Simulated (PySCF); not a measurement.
Level of theory: CAM-B3LYP-D3(BJ)/def2-TZVP (PySCF). All species are isolated molecules in the gas phase. Excitations are Tamm–Dancoff values on a coarser integration grid. The basis has no diffuse functions, so Rydberg states are missing or too high.

Reference species (SMILES): `[NH2][AlH2]` (neutral, multiplicity 1).

- hole reorganisation energy (four-point) = 1.590 eV
- HOMO–LUMO gap = 9.30 eV
- T1 excitation (TDA) = 5.25 eV
- HOMO = -9.02 eV

After one change: the hole reorganisation energy (four-point) falls by 1.270 eV; the HOMO–LUMO gap falls by 2.64 eV; the T1 excitation (TDA) falls by 3.28 eV; the HOMO rises by 1.73 eV.

Task: What was changed between the two runs? The new species is one of these.
A. `[CH2]=[GeH2]`
B. `[CH2]=[SnH2]`
C. `[NH2][GaH2]`
D. `C=[SiH2]`

Result: B, `[CH2]=[SnH2]`
